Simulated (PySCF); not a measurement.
## Dipole response of Mg⁺ (magnesium, charge +1)

[Ne] 3s1, 2S determinant. Computed with PySCF 2.14 in aug-cc-pVDZ, with no relativity, point nucleus. Coupled (time-dependent) response in atomic units; α is the mean over directions. A double-zeta set is small for polarisabilities.

```csv
method,mean α (bohr³),C₆ (like pair),S(−4)
UHF,39.03,180.6,1575
PBE,34.50,149.9,1240
PBE0,35.87,158.9,1339
BHandHLYP,33.35,142.7,1152
TPSSh,37.46,169.9,1455
```

S(−4) is the Cauchy moment in α(ω) = α(0) + S(−4) ω² + …

α(iu) at PBE:

```
u (hartree)  α(iu) (bohr³)
          0          34.50
     0.0500          31.66
      0.100          25.39
      0.200          14.22
      0.300          8.251
      0.500          3.591
      0.750          1.766
       1.00          1.068
       1.50         0.5334
       2.00         0.3286
       3.00         0.1644
       5.00        0.06555
```

A single London oscillator, α(iu) = α/(1 + u²/ω²), gives C₆ = (3/4) ω α². Matching the computed C₆ needs ω = 4 × 149.9 / (3 × 34.50²) = 0.168 hartree.

For an ion, C₆ is the dispersion term alone; charge-induced terms of lower order in 1/R come first.
